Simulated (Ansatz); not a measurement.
This triplet is an excited state, 1.52 eV above the relaxed singlet at the level frozen-core CCSD(T)/cc-pVTZ // PBE0-D3(BJ)/def2-TZVP (Ansatz, an electronic-structure program).

Calculation: PBE0-D3(BJ)/def2-TZVP in Ansatz. No frequencies were computed at this level.

Ansatz 0.2 input:
```yaml
crystal:
  periodic: [false, false, false]
  atoms:
    - { symbol: C, position_ang: [0.790899, -0.120044, 0.373119] }
    - { symbol: N, position_ang: [-0.452983, 0.058985, -0.159001] }
    - { symbol: H, position_ang: [1.679249, -0.069508, -0.230388] }
    - { symbol: H, position_ang: [-0.95412, 0.886231, 0.157879] }
    - { symbol: H, position_ang: [-1.063046, -0.755663, -0.14161] }
basis:
  gaussian: { orbitals: def2-tzvp }
hamiltonian:
  xc: pbe0
  dispersion: d3bj
relax:
  max_steps: 150
magnetization:
  spin_polarized: true
  initial_magnetization: 2
```

Output:

```
Functional definition: PBE0
467 factors; their error is unknown
mean field evaluation 1: about -2566.0319 eV, gradient 3.1e1 eV
mean field evaluation 2: about -2564.3250 eV, gradient 3.7e1 eV
mean field evaluation 4: about -2570.0231 eV, gradient 1.7e0 eV
mean field evaluation 8: about -2570.0394 eV, gradient 2.9e-2 eV
mean field evaluation 16: about -2570.0391 eV, gradient 5.3e-5 eV
mean field -2570.03908947 eV, -94.4471945031 hartree, gradient 5.3e-5 eV, S^2 2.005865; 0 other end points of the search recorded, 0 dependent functions left out
reference -2570.03911280 eV, -94.4471953602 hartree; 9, 7 occupied and 71, 73 virtual orbitals, 467 factors
relax step   1: F+E_penalty+E_count = -2570.07584697 eV  Δ(F+E_penalty+E_count) = +0.000e0 eV  max|allowed force component| = 6.029e-1 eV/Å  Δτ_max = 0.0000 Å  (26 SCF iters, accepted)
these checks for a lower state are left out or cut short: starts, cluster_reference, orbital_swaps, neighbouring_geometries, increment
467 factors; their error is unknown
mean field -2570.05075735 eV, -94.4476232897 hartree, gradient 1.9e-5 eV, S^2 2.005909; 0 other end points of the search recorded, 0 dependent functions left out
reference -2570.05078087 eV, -94.4476241539 hartree; 9, 7 occupied and 71, 73 virtual orbitals, 467 factors
relax step   2: F+E_penalty+E_count = -2570.08745912 eV  Δ(F+E_penalty+E_count) = -1.161e-2 eV  max|allowed force component| = 1.696e-1 eV/Å  Δτ_max = 0.0236 Å  (31 SCF iters, accepted)
these checks for a lower state are left out or cut short: starts, cluster_reference, orbital_swaps, neighbouring_geometries, increment
467 factors; their error is unknown
mean field -2570.05263672 eV, -94.4476923553 hartree, gradient 1.8e-5 eV, S^2 2.005941; 0 other end points of the search recorded, 0 dependent functions left out
reference -2570.05266033 eV, -94.4476932227 hartree; 9, 7 occupied and 71, 73 virtual orbitals, 467 factors
relax step   3: F+E_penalty+E_count = -2570.08931188 eV  Δ(F+E_penalty+E_count) = -1.853e-3 eV  max|allowed force component| = 4.605e-2 eV/Å  Δτ_max = 0.0117 Å  (31 SCF iters, accepted)
these checks for a lower state are left out or cut short: starts, cluster_reference, orbital_swaps, neighbouring_geometries, increment
467 factors; their error is unknown
mean field evaluation 32: about -2570.0530 eV, gradient 4.0e-4 eV
mean field -2570.05277435 eV, -94.4476974129 hartree, gradient 1.7e-5 eV, S^2 2.005932; 0 other end points of the search recorded, 0 dependent functions left out
reference -2570.05279795 eV, -94.4476982804 hartree; 9, 7 occupied and 71, 73 virtual orbitals, 467 factors
relax step   4: F+E_penalty+E_count = -2570.08945250 eV  Δ(F+E_penalty+E_count) = -1.406e-4 eV  max|allowed force component| = 1.393e-2 eV/Å  Δτ_max = 0.0039 Å  (32 SCF iters, accepted)
these checks for a lower state are left out or cut short: starts, cluster_reference, orbital_swaps, neighbouring_geometries, increment
467 factors; their error is unknown
mean field -2570.05278294 eV, -94.4476977286 hartree, gradient 1.8e-5 eV, S^2 2.005931; 0 other end points of the search recorded, 0 dependent functions left out
reference -2570.05280655 eV, -94.4476985963 hartree; 9, 7 occupied and 71, 73 virtual orbitals, 467 factors
relax step   5: F+E_penalty+E_count = -2570.08945943 eV  Δ(F+E_penalty+E_count) = -6.931e-6 eV  max|allowed force component| = 1.511e-2 eV/Å  Δτ_max = 0.0022 Å  (32 SCF iters, accepted)
these checks for a lower state are left out or cut short: starts, cluster_reference, orbital_swaps, neighbouring_geometries, increment
467 factors; their error is unknown
mean field -2570.05278590 eV, -94.4476978375 hartree, gradient 1.2e-5 eV, S^2 2.005931; 0 other end points of the search recorded, 0 dependent functions left out
reference -2570.05280951 eV, -94.4476987052 hartree; 9, 7 occupied and 71, 73 virtual orbitals, 467 factors
relax step   6: F+E_penalty+E_count = -2570.08946319 eV  Δ(F+E_penalty+E_count) = -3.757e-6 eV  max|allowed force component| = 2.394e-4 eV/Å  Δτ_max = 0.0007 Å  (22 SCF iters, accepted)
467 factors; their error is unknown
mean field evaluation 64: about -2570.0528 eV, gradient 8.4e-4 eV
mean field -2570.05278590 eV, -94.4476978375 hartree, gradient 1.2e-5 eV, S^2 2.005931; 1 other end points of the search recorded, 0 dependent functions left out
reference -2570.05280951 eV, -94.4476987052 hartree; 9, 7 occupied and 71, 73 virtual orbitals, 467 factors
Total energy: -2570.08948680 eV, -94.4490465706 hartree
Atom 0 at     0.788302    -0.116896     0.354717 Å, force     0.000091    -0.000011     0.000035 eV/Å
Atom 1 at    -0.466012     0.057972    -0.148620 Å, force    -0.000239     0.000020    -0.000017 eV/Å
Atom 2 at     1.711904    -0.072879    -0.222593 Å, force     0.000015    -0.000002     0.000004 eV/Å
Atom 3 at    -0.962805     0.885144     0.157570 Å, force     0.000070     0.000035    -0.000004 eV/Å
Atom 4 at    -1.071390    -0.753340    -0.141074 Å, force     0.000063    -0.000042    -0.000019 eV/Å
Dipole moment:    -0.321318     0.033437    -0.066617 e Å
```

Cost: about 6 core-seconds (a rough figure).
